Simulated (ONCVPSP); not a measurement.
**Logarithmic derivatives: mercury, ONCV**

Hg (Z = 80), optimised norm-conserving Vanderbilt (ONCV), made with ONCVPSP 4.0.1 (PBEsol, scalar-relativistic). Core [Kr] 4d10 4f14, reference 5s2 5p6 5d10 6s1 (charge +1). Waves: 5s+6s: rc 1.45 bohr, ncon 4, nbas 8, qcut 6.3 1/bohr, 2 projectors; 5p: rc 1.25 bohr, ncon 3, nbas 7, qcut 11.8 1/bohr, 2 projectors, debl 1.2 Ha; 5d: rc 2.25 bohr, ncon 4, nbas 9, qcut 6.5 1/bohr, 3 projectors, debl 3.2 Ha. Local part: polynomial inside 1.20 bohr (lpopt 3, dvloc0 0 Ha). Core correction: polynomial model core, fcfact 0.5.

In the p channel the program set the typed energies aside and used -2.780, 0.250 Ha.

The phase is arctan(r·R′/R) of the radial function R(r), unwrapped; energies in Ha, scanned from -6 to 5 Ha. A pole is an energy at which the radial function vanishes at the test radius. The pseudo phase is shifted by a multiple of π to meet the all-electron one at the reference energy, and phase errors are pseudo minus all-electron; the curves can meet again beyond the range given. Levels narrower than the energy grid can be missing from the lists of poles.

```tsv
channel	radius (bohr)	reference energy (Ha)	poles, all-electron	poles, pseudo	unbroken range about the reference energy with phases within 0.05 rad	phase error 1 Ha above the reference energy (rad)
s	1.47	-0.54	-4.13	-4.13	the whole range	-0.001
p	1.27	-2.78	-0.30	-0.30	the whole range	-0.000
d	2.28	-0.69	-0.43, 3.87	-0.43, 3.87	the whole range	-0.000
```

Phases in the p channel:

```
E (Ha)  all-electron  pseudo
 -5.96         0.931   0.931
 -5.68         0.850   0.850
 -5.40         0.743   0.743
 -5.12         0.598   0.598
 -4.84         0.402   0.401
 -4.56         0.143   0.143
 -4.28        -0.164  -0.164
 -4.00        -0.471  -0.471
 -3.72        -0.731  -0.731
 -3.44        -0.929  -0.929
 -3.16        -1.076  -1.076
 -2.88        -1.184  -1.184
 -2.60        -1.267  -1.267
 -2.32        -1.332  -1.332
 -2.04        -1.383  -1.383
 -1.76        -1.426  -1.426
 -1.48        -1.462  -1.462
 -1.20        -1.493  -1.493
 -0.92        -1.520  -1.520
 -0.64        -1.544  -1.544
 -0.36        -1.567  -1.567
 -0.08        -1.587  -1.587
  0.20        -1.606  -1.606
  0.48        -1.624  -1.624
  0.76        -1.641  -1.641
  1.04        -1.658  -1.658
  1.32        -1.675  -1.675
  1.60        -1.692  -1.692
  1.88        -1.709  -1.710
  2.16        -1.727  -1.727
  2.44        -1.746  -1.746
  2.72        -1.766  -1.766
  3.00        -1.787  -1.787
  3.28        -1.810  -1.811
  3.56        -1.836  -1.837
  3.84        -1.865  -1.865
  4.12        -1.897  -1.899
  4.40        -1.935  -1.937
  4.68        -1.980  -1.983
  4.96        -2.034  -2.038
```
